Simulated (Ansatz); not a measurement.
Na (SMILES [Na]), doublet. Base run: HF/6-311G** (Ansatz, a quantum-chemistry and plane-wave program).

Geometry (Å):
```xyz
1

Na     0.0000     0.0000     0.0000
```
Charge 0, spin multiplicity 2.
Orbitals are unrestricted.
All else is at Ansatz's defaults.

The base run was repeated with changes; each row names its change, and settings that it needs were set with it.

| change | E (Eh) | <S^2> |
|---|---|---|
| base | -161.84605 | 0.750 |
| functional = blyp | -162.27501 | 0.750 |
| functional = SVWN5 | -161.42914 | 0.750 |
| functional = wB97M-V | -162.25202 | 0.750 |
| functional = b3lyp5 | -162.24519 | 0.750 |
| functional = wB97X | -162.25248 | 0.750 |
| functional = revpbe | -162.23214 | 0.750 |
| functional = lc_wpbe | -162.20258 | 0.750 |
| functional = pbe | -162.15625 | 0.750 |
| functional = r2scan | -162.23764 | 0.750 |
| functional = cam_b3lyp | -162.26251 | 0.750 |
| functional = pbe; dispersion = d3bjatm | -162.15625 | 0.750 |
| functional = wB97X-V | -162.23249 | 0.750 |

Total energies compare only within one method and basis.
